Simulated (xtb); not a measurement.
H₇NSi₂, charge +1, doublet, geometry from GFN2-xTB (a state made from the parent by changing its charge; the spin is typed, not shown lowest); GFN2-xTB run with xtb.

xtb was given this input:
```
$ xtb coord --gfn 2 --chrg 1 --uhf 1 --json

# file coord
$coord
      2.9804853034      -0.4127920014       0.6372074289  si
     -0.0654240759      -0.7853489936      -0.6319505321  n
     -2.9454151802       0.8337730554      -0.2984545758  si
      4.5992945083      -0.2909934079      -1.6299146906  h
      2.8940096974       1.7999164748       2.2589388117  h
      3.4475334962      -2.8744865400       1.8661852772  h
     -0.1894799283      -2.2745126495      -1.8302429697  h
     -4.7220945810      -1.1830958271       0.4437522727  h
     -3.5568609744       1.5621220698      -2.9222118567  h
     -2.5054156012       2.8647579842       1.4946071065  h
$end
```

The log (banner, timings and long lists left out):

```
   ID    Z sym.   atoms
    1   14 si     1, 3
    2    7 n      2
    3    1 h      4-10

           -------------------------------------------------
          |                Calculation Setup                |
           -------------------------------------------------

           -------------------------------------------------
          |                 G F N 2 - x T B                 |
           -------------------------------------------------

          ...................................................
          :                      SETUP                      :
          :.................................................:
          :  # basis functions                  31          :
          :  # atomic orbitals                  29          :
          :  # shells                           15          :
          :  # electrons                        19          :
          :  max. iterations                   250          :
          :  Hamiltonian                  GFN2-xTB          :
          :  restarted?                      false          :
          :  GBSA solvation                  false          :
          :  PC potential                    false          :
          :  electronic temp.          300.0000000     K    :
          :  accuracy                    1.0000000          :
          :  -> integral cutoff          0.2500000E+02      :
          :  -> integral neglect         0.1000000E-07      :
          :  -> SCF convergence          0.1000000E-05 Eh   :
          :  -> wf. convergence          0.1000000E-03 e    :
          :  Broyden damping             0.4000000          :
          :  net charge                          1          :
          :  unpaired electrons                  1          :
          ...................................................

 iter      E             dE          RMSdq      gap      omega  full diag
   1     -9.4865532 -0.948655E+01  0.717E+00    5.24       0.0  T
   2     -9.5724447 -0.858915E-01  0.523E+00    5.22       1.0  T
   3     -9.5889873 -0.165426E-01  0.262E+00    4.81       1.0  T
   4     -9.6007957 -0.118084E-01  0.167E+00    5.17       1.0  T
   5     -9.6061187 -0.532300E-02  0.442E-01    5.08       1.0  T
   6     -9.6063040 -0.185291E-03  0.156E-01    5.13       1.0  T
   7     -9.6064749 -0.170845E-03  0.836E-02    5.09       1.0  T
   8     -9.6065146 -0.397496E-04  0.804E-03    5.11       3.9  T
   9     -9.6065147 -0.485960E-07  0.569E-03    5.11       5.6  T
  10     -9.6065148 -0.158309E-06  0.272E-03    5.11      11.6  T
  11     -9.6065149 -0.342384E-07  0.107E-03    5.11      29.6  T
  12     -9.6065149 -0.540012E-08  0.513E-04    5.11      61.7  T
  13     -9.6065149 -0.133193E-08  0.105E-04    5.11     301.6  T

   *** convergence criteria satisfied after 13 iterations ***

         :::::::::::::::::::::::::::::::::::::::::::::::::::::
         ::                     SUMMARY                     ::
         :::::::::::::::::::::::::::::::::::::::::::::::::::::
         :: total energy              -9.510440208109 Eh    ::
         :: gradient norm              0.000031298662 Eh/a0 ::
         :: HOMO-LUMO gap              5.106528302773 eV    ::
         ::.................................................::
         :: SCC energy                -9.606511077917 Eh    ::
         :: -> isotropic ES            0.118481653444 Eh    ::
         :: -> anisotropic ES         -0.007464330355 Eh    ::
         :: -> anisotropic XC          0.004426745137 Eh    ::
         :: -> dispersion             -0.004310778527 Eh    ::
         :: repulsion energy           0.096070869808 Eh    ::
         :: add. restraining           0.000000000000 Eh    ::
         :: total charge               1.000000000000 e     ::
         :::::::::::::::::::::::::::::::::::::::::::::::::::::

           -------------------------------------------------
          |                Property Printout                |
           -------------------------------------------------

    * Orbital Energies and Occupations

         #    Occupation            Energy/Eh            Energy/eV
      -------------------------------------------------------------
         1        2.0000           -0.9406333             -25.5959
         2        2.0000           -0.9136571             -24.8619
         3        2.0000           -0.7568388             -20.5946
         4        2.0000           -0.6809263             -18.5289
         5        2.0000           -0.6411823             -17.4475
         6        2.0000           -0.6395003             -17.4017
         7        2.0000           -0.6100477             -16.6002
         8        2.0000           -0.6089174             -16.5695
         9        2.0000           -0.6081333             -16.5481
        10        1.0000           -0.5852243             -15.9248 (HOMO)
        11                         -0.3975628             -10.8182 (LUMO)
        12                         -0.3724568             -10.1351
        13                         -0.3671293              -9.9901
        14                         -0.3662761              -9.9669
        15                         -0.3538783              -9.6295
        16                         -0.3493439              -9.5061
        17                         -0.2803939              -7.6299
        18                         -0.2562998              -6.9743
        19                         -0.2461612              -6.6984
        20                         -0.1861269              -5.0648
        21                         -0.0749177              -2.0386
       ...                                ...                  ...
        29                          0.6167515              16.7827
      -------------------------------------------------------------
                  HL-Gap            0.1876615 Eh            5.1065 eV
             Fermi-level           -0.5439288 Eh          -14.8011 eV

     #   Z          covCN         q      C6AA      α(0)
     1  14 si       3.606     0.515    97.634    18.973
     2   7 n        2.498    -0.374    29.722     8.096
     3  14 si       3.606     0.515    97.634    18.973
     4   1 h        0.915     0.038     2.473     2.460
     5   1 h        0.921    -0.012     3.276     2.830
     6   1 h        0.914     0.041     2.434     2.440
     7   1 h        0.862     0.209     1.063     1.615
     8   1 h        0.915     0.038     2.473     2.460
     9   1 h        0.914     0.041     2.434     2.440
    10   1 h        0.921    -0.012     3.276     2.830

 Mol. C6AA /au·bohr⁶  :       1286.166798
 Mol. C8AA /au·bohr⁸  :      52567.358393
 Mol. α(0) /au        :         63.119186

Wiberg/Mayer (AO) data.
largest (>0.10) Wiberg bond orders for each atom

 ---------------------------------------------------------------------------
     #   Z sym  total        # sym  WBO       # sym  WBO       # sym  WBO
 ---------------------------------------------------------------------------
     1  14 si   3.575 --     2 n    1.015     5 h    0.900     4 h    0.788
                             6 h    0.781
     2   7 n    3.358 --     1 si   1.015     3 si   1.015     7 h    0.943
     3  14 si   3.575 --     2 n    1.015    10 h    0.900     8 h    0.788
                             9 h    0.781
     4   1 h    0.988 --     1 si   0.788
     5   1 h    1.000 --     1 si   0.900
     6   1 h    0.986 --     1 si   0.781
     7   1 h    0.957 --     2 n    0.943
     8   1 h    0.988 --     3 si   0.788
     9   1 h    0.986 --     3 si   0.781
    10   1 h    1.000 --     3 si   0.900
 ---------------------------------------------------------------------------

Topologies differ in total number of bonds
Writing topology from bond orders to xtbtopo.mol

molecular dipole:
                 x           y           z       tot (Debye)
 q only:       -0.011      -0.130      -0.105
   full:       -0.016      -0.192      -0.154       0.627
molecular quadrupole (traceless):
                xx          xy          yy          xz          yz          zz
 q only:       10.067      -3.421      -4.783       2.673      -0.140      -5.284
  q+dip:        8.590      -3.009      -3.919       2.465       0.561      -4.671
   full:       10.512      -3.610      -4.921       2.871       0.165      -5.591

           -------------------------------------------------
          | TOTAL ENERGY               -9.510440208109 Eh   |
          | GRADIENT NORM               0.000031298662 Eh/α |
          | HOMO-LUMO GAP               5.106528302773 eV   |
           -------------------------------------------------

normal termination of xtb
```
